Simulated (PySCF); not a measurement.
Calculated NMR data

Method: spin–spin couplings from B3LYP/pcJ-1 (spin–dipole term left out of most H,H and C,H couplings), GFN2-xTB structure, σ from GIAO-PBE0/pcSseg-1, in PySCF 2.14.0 with density-fitted response routines (non-relativistic, averaged over atoms made equivalent by symmetry, fast rotation or ring inversion, one computed conformer, isolated molecule).

Chemical shifts δ = σref − σ; TMS for 1H (σ = 31.72 ppm), 13C (σ = 186.93 ppm), all at this level. Multiplet labels drop J under 1 Hz and among equivalent protons, and merge close values. Unscaled 3J(H,H) run several per cent high. Where no couplings were computed, multiplicities follow the n + 1 count of equivalent neighbours, and m marks all less simple cases (inequivalent or close neighbours, rings, F or P nearby). Vicinal couplings that depend on rotamer populations or ring flexing (ring, CH–CH, X–H and H–F types) are those of the one conformer. Shifts are as computed. Against solution values, carbons near 30 ppm lie about +3 ppm off and those near 130 ppm about +5 ppm. Of 1211 compounds with measured shifts, 218 miss one by over three times the rms of a fit or turn the order of signals round; such compounds aren't used in these exercises.

**1.** SMILES CO[SiH2]OCC=O, C₃H₈O₃Si. 1H NMR (500 MHz, computed): δ 10.27 (t, 1H), 4.90 (s, 2H), 4.36 (d, 2H), 3.88 (s, 3H). 13C{1H} NMR (computed): δ 213.1 (CH), 70.6 (CH2), 51.2 (CH3).

**2.** cyclobutanone (SMILES O=C1CCC1). 1H NMR (500 MHz, computed): δ 3.12 (m, 4H), 1.88 (m, 2H). 13C{1H} NMR (computed): δ 213.8 (C), 48.6 (CH2), 10.1 (CH2).
